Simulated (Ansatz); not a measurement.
Ansatz (a program for electronic structure) job for Al(AsH2)2(OH) (AlAs₂H₅O), SMILES [OH][Al]([AsH2])[AsH2], B3LYP-D3(BJ)/def2-SVP. 

Ansatz 0.2 input:
```yaml
crystal:
  periodic: [false, false, false]
  atoms:
    - {symbol: Al, position_ang: [-0.41273024, 0.39745298, -0.16325751]}
    - {symbol: As, position_ang: [1.35713571, 0.10138645, -1.80393979]}
    - {symbol: H, position_ang: [2.09662593, -0.69005226, -0.73765733]}
    - {symbol: H, position_ang: [1.87778676, 1.37548047, -1.16027311]}
    - {symbol: As, position_ang: [-0.78362205, -0.72022914, 1.97184384]}
    - {symbol: H, position_ang: [-2.14522158, -0.98556580, 1.35429690]}
    - {symbol: H, position_ang: [-1.29183818, 0.63392585, 2.41943443]}
    - {symbol: O, position_ang: [-1.49516963, 1.58386037, -0.56512556]}
    - {symbol: H, position_ang: [-2.13645317, 2.25024852, -0.77328247]}
basis:
  gaussian:
    orbitals: def2-SVP
hamiltonian:
  xc: b3lyp
  dispersion: d3bj
relax: {f_tol: 0.002, max_steps: 200}
```

Log of the run:

```
WARN ansatz: RAYON_NUM_THREADS=2 ignored (pool sized by the plan → 2); use --threads N
Functional definition: B3LYP
integrals: 0.08 GiB planned
1253 factors; integrals over basis functions are off by at most 2.5e-4 eV
mean field: 0.77 GiB planned
mean field evaluation 1: about -130388.3302 eV, gradient 5.8e1 eV
mean field evaluation 2: about -130362.1498 eV, gradient 1.2e2 eV
mean field evaluation 4: about -130394.2061 eV, gradient 3.0e0 eV
mean field evaluation 8: about -130394.2410 eV, gradient 5.3e-2 eV
mean field -130394.24100702 eV, -4791.8999726169 hartree, gradient 3.9e-5 eV, S^2 0.000000; 0 other end points of the search recorded, 0 dependent functions left out
the calculation of the forces begins
reference -130394.24126663 eV, -4791.8999821574 hartree; 46, 46 occupied and 75, 75 virtual orbitals, 1253 factors
relax step   1: F+E_penalty+E_count = -130394.64897731 eV  Δ(F+E_penalty+E_count) = +0.000e0 eV  max|allowed force component| = 4.070e-1 eV/Å  Δτ_max = 0.0000 Å  (25 SCF iters, accepted)
these checks for a lower state are left out or cut short: starts, cluster_reference, orbital_swaps, neighbouring_geometries, increment
integrals: 0.08 GiB planned
1253 factors; integrals over basis functions are off by at most 2.6e-4 eV
mean field: 0.77 GiB planned
mean field evaluation 16: about -130394.2071 eV, gradient 8.1e0 eV
[...]
these checks for a lower state are left out or cut short: starts, cluster_reference, orbital_swaps, neighbouring_geometries, increment
integrals: 0.08 GiB planned
1253 factors; integrals over basis functions are off by at most 3.9e-4 eV
mean field: 0.77 GiB planned
mean field -130394.49419298 eV, -4791.9092770292 hartree, gradient 5.9e-5 eV, S^2 0.000000; 0 other end points of the search recorded, 0 dependent functions left out
the calculation of the forces begins
reference -130394.49445408 eV, -4791.9092866248 hartree; 46, 46 occupied and 75, 75 virtual orbitals, 1253 factors
relax step  24: F+E_penalty+E_count = -130394.90018730 eV  Δ(F+E_penalty+E_count) = -2.148e-4 eV  max|allowed force component| = 6.961e-2 eV/Å  Δτ_max = 0.0470 Å  (24 SCF iters, accepted)
these checks for a lower state are left out or cut short: starts, cluster_reference, orbital_swaps, neighbouring_geometries, increment
integrals: 0.08 GiB planned
1253 factors; integrals over basis functions are off by at most 3.9e-4 eV
mean field: 0.77 GiB planned
mean field -130394.49426321 eV, -4791.9092796105 hartree, gradient 1.7e-5 eV, S^2 0.000000; 0 other end points of the search recorded, 0 dependent functions left out
the calculation of the forces begins
reference -130394.49452429 eV, -4791.9092892049 hartree; 46, 46 occupied and 75, 75 virtual orbitals, 1253 factors
relax step  25: F+E_penalty+E_count = -130394.90043079 eV  Δ(F+E_penalty+E_count) = -2.435e-4 eV  max|allowed force component| = 5.223e-2 eV/Å  Δτ_max = 0.0125 Å  (23 SCF iters, accepted)
these checks for a lower state are left out or cut short: starts, cluster_reference, orbital_swaps, neighbouring_geometries, increment
integrals: 0.08 GiB planned
1253 factors; integrals over basis functions are off by at most 3.9e-4 eV
mean field: 0.77 GiB planned
mean field evaluation 160: about -130394.4942 eV, gradient 2.9e-4 eV
mean field -130394.49419554 eV, -4791.9092771233 hartree, gradient 1.1e-5 eV, S^2 0.000000; 0 other end points of the search recorded, 0 dependent functions left out
the calculation of the forces begins
reference -130394.49445659 eV, -4791.9092867168 hartree; 46, 46 occupied and 75, 75 virtual orbitals, 1253 factors
relax step  26: F+E_penalty+E_count = -130394.90055148 eV  Δ(F+E_penalty+E_count) = -1.207e-4 eV  max|allowed force component| = 1.632e-2 eV/Å  Δτ_max = 0.0080 Å  (23 SCF iters, accepted)
these checks for a lower state are left out or cut short: starts, cluster_reference, orbital_swaps, neighbouring_geometries, increment
integrals: 0.08 GiB planned
1253 factors; integrals over basis functions are off by at most 4.1e-4 eV
mean field: 0.77 GiB planned
mean field -130394.49450838 eV, -4791.9092886203 hartree, gradient 5.7e-5 eV, S^2 0.000000; 0 other end points of the search recorded, 0 dependent functions left out
the calculation of the forces begins
reference -130394.49476949 eV, -4791.9092982157 hartree; 46, 46 occupied and 75, 75 virtual orbitals, 1253 factors
relax step  27: F+E_penalty+E_count = -130394.90066192 eV  Δ(F+E_penalty+E_count) = -1.104e-4 eV  max|allowed force component| = 8.391e-3 eV/Å  Δτ_max = 0.0145 Å  (25 SCF iters, accepted)
these checks for a lower state are left out or cut short: starts, cluster_reference, orbital_swaps, neighbouring_geometries, increment
integrals: 0.08 GiB planned
1253 factors; integrals over basis functions are off by at most 4.5e-4 eV
mean field: 0.77 GiB planned
mean field -130394.49461768 eV, -4791.9092926367 hartree, gradient 5.8e-5 eV, S^2 0.000000; 0 other end points of the search recorded, 0 dependent functions left out
the calculation of the forces begins
reference -130394.49487879 eV, -4791.9093022325 hartree; 46, 46 occupied and 75, 75 virtual orbitals, 1253 factors
relax step  28: F+E_penalty+E_count = -130394.90071093 eV  Δ(F+E_penalty+E_count) = -4.900e-5 eV  max|allowed force component| = 7.753e-3 eV/Å  Δτ_max = 0.0197 Å  (25 SCF iters, accepted)
these checks for a lower state are left out or cut short: starts, cluster_reference, orbital_swaps, neighbouring_geometries, increment
integrals: 0.08 GiB planned
1253 factors; integrals over basis functions are off by at most 4.7e-4 eV
mean field: 0.77 GiB planned
mean field -130394.49462491 eV, -4791.9092929025 hartree, gradient 5.7e-6 eV, S^2 0.000000; 0 other end points of the search recorded, 0 dependent functions left out
the calculation of the forces begins
reference -130394.49488599 eV, -4791.9093024972 hartree; 46, 46 occupied and 75, 75 virtual orbitals, 1253 factors
relax step  29: F+E_penalty+E_count = -130394.90072443 eV  Δ(F+E_penalty+E_count) = -1.350e-5 eV  max|allowed force component| = 8.513e-3 eV/Å  Δτ_max = 0.0149 Å  (23 SCF iters, accepted)
these checks for a lower state are left out or cut short: starts, cluster_reference, orbital_swaps, neighbouring_geometries, increment
integrals: 0.08 GiB planned
1253 factors; integrals over basis functions are off by at most 4.7e-4 eV
mean field: 0.77 GiB planned
mean field -130394.49457394 eV, -4791.9092910295 hartree, gradient 3.9e-5 eV, S^2 0.000000; 0 other end points of the search recorded, 0 dependent functions left out
the calculation of the forces begins
reference -130394.49483500 eV, -4791.9093006233 hartree; 46, 46 occupied and 75, 75 virtual orbitals, 1253 factors
relax step  30: F+E_penalty+E_count = -130394.90072744 eV  Δ(F+E_penalty+E_count) = -3.015e-6 eV  max|allowed force component| = 5.154e-3 eV/Å  Δτ_max = 0.0024 Å  (20 SCF iters, accepted)
these checks for a lower state are left out or cut short: starts, cluster_reference, orbital_swaps, neighbouring_geometries, increment
integrals: 0.08 GiB planned
1253 factors; integrals over basis functions are off by at most 4.7e-4 eV
mean field: 0.77 GiB planned
mean field -130394.49455788 eV, -4791.9092904391 hartree, gradient 1.3e-5 eV, S^2 0.000000; 0 other end points of the search recorded, 0 dependent functions left out
the calculation of the forces begins
reference -130394.49481894 eV, -4791.9093000329 hartree; 46, 46 occupied and 75, 75 virtual orbitals, 1253 factors
relax step  31: F+E_penalty+E_count = -130394.90072856 eV  Δ(F+E_penalty+E_count) = -1.120e-6 eV  max|allowed force component| = 3.719e-3 eV/Å  Δτ_max = 0.0008 Å  (19 SCF iters, accepted)
these checks for a lower state are left out or cut short: starts, cluster_reference, orbital_swaps, neighbouring_geometries, increment
integrals: 0.08 GiB planned
1253 factors; integrals over basis functions are off by at most 4.7e-4 eV
mean field: 0.77 GiB planned
mean field -130394.49457283 eV, -4791.9092909886 hartree, gradient 2.3e-5 eV, S^2 0.000000; 0 other end points of the search recorded, 0 dependent functions left out
the calculation of the forces begins
reference -130394.49483390 eV, -4791.9093005826 hartree; 46, 46 occupied and 75, 75 virtual orbitals, 1253 factors
relax step  32: F+E_penalty+E_count = -130394.90072934 eV  Δ(F+E_penalty+E_count) = -7.785e-7 eV  max|allowed force component| = 4.499e-3 eV/Å  Δτ_max = 0.0007 Å  (18 SCF iters, accepted)
these checks for a lower state are left out or cut short: starts, cluster_reference, orbital_swaps, neighbouring_geometries, increment
integrals: 0.08 GiB planned
1253 factors; integrals over basis functions are off by at most 4.7e-4 eV
mean field: 0.77 GiB planned
mean field evaluation 192: about -130394.4946 eV, gradient 2.8e-2 eV
mean field -130394.49456268 eV, -4791.9092906155 hartree, gradient 1.2e-5 eV, S^2 0.000000; 0 other end points of the search recorded, 0 dependent functions left out
the calculation of the forces begins
reference -130394.49482374 eV, -4791.9093002095 hartree; 46, 46 occupied and 75, 75 virtual orbitals, 1253 factors
relax step  33: F+E_penalty+E_count = -130394.90073001 eV  Δ(F+E_penalty+E_count) = -6.678e-7 eV  max|allowed force component| = 2.208e-3 eV/Å  Δτ_max = 0.0006 Å  (19 SCF iters, accepted)
these checks for a lower state are left out or cut short: starts, cluster_reference, orbital_swaps, neighbouring_geometries, increment
integrals: 0.08 GiB planned
1253 factors; integrals over basis functions are off by at most 4.7e-4 eV
mean field: 0.77 GiB planned
mean field -130394.49456576 eV, -4791.9092907287 hartree, gradient 1.4e-5 eV, S^2 0.000000; 0 other end points of the search recorded, 0 dependent functions left out
the calculation of the forces begins
reference -130394.49482682 eV, -4791.9093003225 hartree; 46, 46 occupied and 75, 75 virtual orbitals, 1253 factors
relax step  34: F+E_penalty+E_count = -130394.90072955 eV  Δ(F+E_penalty+E_count) = +4.559e-7 eV  max|allowed force component| = 2.014e-3 eV/Å  Δτ_max = 0.0011 Å  (19 SCF iters, rejected (line search))
these checks for a lower state are left out or cut short: starts, cluster_reference, orbital_swaps, neighbouring_geometries, increment
integrals: 0.08 GiB planned
1253 factors; integrals over basis functions are off by at most 4.7e-4 eV
mean field: 0.77 GiB planned
mean field -130394.49456766 eV, -4791.9092907985 hartree, gradient 1.5e-5 eV, S^2 0.000000; 0 other end points of the search recorded, 0 dependent functions left out
the calculation of the forces begins
reference -130394.49482872 eV, -4791.9093003924 hartree; 46, 46 occupied and 75, 75 virtual orbitals, 1253 factors
relax step  35: F+E_penalty+E_count = -130394.90073022 eV  Δ(F+E_penalty+E_count) = -2.146e-7 eV  max|allowed force component| = 2.672e-4 eV/Å  Δτ_max = 0.0004 Å  (18 SCF iters, accepted)
integrals: 0.08 GiB planned
1253 factors; integrals over basis functions are off by at most 4.7e-4 eV
mean field: 0.77 GiB planned
mean field -130394.49456766 eV, -4791.9092907985 hartree, gradient 1.5e-5 eV, S^2 0.000000; 1 other end points of the search recorded, 0 dependent functions left out
the calculation of the forces begins
reference -130394.49482872 eV, -4791.9093003924 hartree; 46, 46 occupied and 75, 75 virtual orbitals, 1253 factors
Total energy: -130394.90099129 eV, -4791.9242265914 hartree
Atom 0 at    -0.460636     0.753577    -0.102773 Å, force    -0.000093     0.000011     0.000234 eV/Å
Atom 1 at     1.069726    -0.267992    -1.702811 Å, force     0.000075    -0.000063    -0.000056 eV/Å
Atom 2 at     1.962779    -0.771372    -0.564433 Å, force     0.000015    -0.000013     0.000024 eV/Å
Atom 3 at     1.837511     1.051949    -1.816951 Å, force    -0.000020    -0.000012    -0.000032 eV/Å
Atom 4 at    -0.916476    -0.145633     2.133276 Å, force     0.000029     0.000077    -0.000184 eV/Å
Atom 5 at    -0.901228    -1.566956     1.563450 Å, force     0.000012    -0.000015     0.000018 eV/Å
Atom 6 at    -2.426626    -0.000584     1.914668 Å, force    -0.000012    -0.000036    -0.000013 eV/Å
Atom 7 at    -1.216036     2.180003    -0.662254 Å, force    -0.000267     0.000245     0.000151 eV/Å
Atom 8 at    -1.882500     2.713515    -0.220133 Å, force     0.000260    -0.000192    -0.000141 eV/Å
Dipole moment:    -0.198126     0.140031     0.165781 e Å
```

Self-consistency was reached.
